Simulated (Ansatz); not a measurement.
Consider the hydrogenolysis of the Al–C bond: `[CH3][AlH][SiH](O)F` + H₂ → `O[SiH](F)[AlH2]` + CH₄.

Isolated molecules relaxed with PBE0-D4/def2-TZVP in Ansatz; ΔE leaves out vibrations. CCSD(T)/CBS adds triple-zeta CCSD(T) − MP2 to the extrapolated MP2 energy (def2 sets, frozen cores). This one scheme is used for every species. DFT in def2-TZVPP. HSE06 is defined as in plane-wave codes. Each species was taken in one conformer, which may not be the lowest.

Is it downhill or uphill in electronic energy at CCSD(T)/CBS, and by how much? (An estimate is asked.)

Ansatz gave: Downhill: ΔE = -6.2 kcal/mol.

What do these levels give: PBE-D4, r2SCAN0-D4, CAM-B3LYP-D4, ωB97X-V, B2PLYP, PBE0, r2SCANh, HSE06, HF/def2-SVP, CCSD/def2-SVP, CCSD(T)/def2-SVP, CCSD/def2-TZVPP? (Best estimate.)

Computed: PBE-D4 -4.9, r2SCAN0-D4 -6.3, CAM-B3LYP-D4 -7.6, ωB97X-V -7.1, B2PLYP -7.5, PBE0 -7.1, r2SCANh -6.0, HSE06 -7.0, HF/def2-SVP -14.4, CCSD/def2-SVP -10.4, CCSD(T)/def2-SVP -9.6, CCSD/def2-TZVPP -8.0 kcal/mol.

Largest T1 diagnostic among the species: 0.012.

From r2SCAN to r2SCAN0 (25 % exact exchange), in def2-TZVPP and without D4, ΔE moves by −1.1 kcal/mol. The D4 term adds +1.5 kcal/mol with B3LYP and +0.9 kcal/mol with PBE0; it sums over pairs of atoms, weighted by their polarisabilities, and B3LYP, whose exchange is more repulsive, gets the larger term.

B3LYP here is the variant with VWN-RPA as its local correlation; programs differ in this.
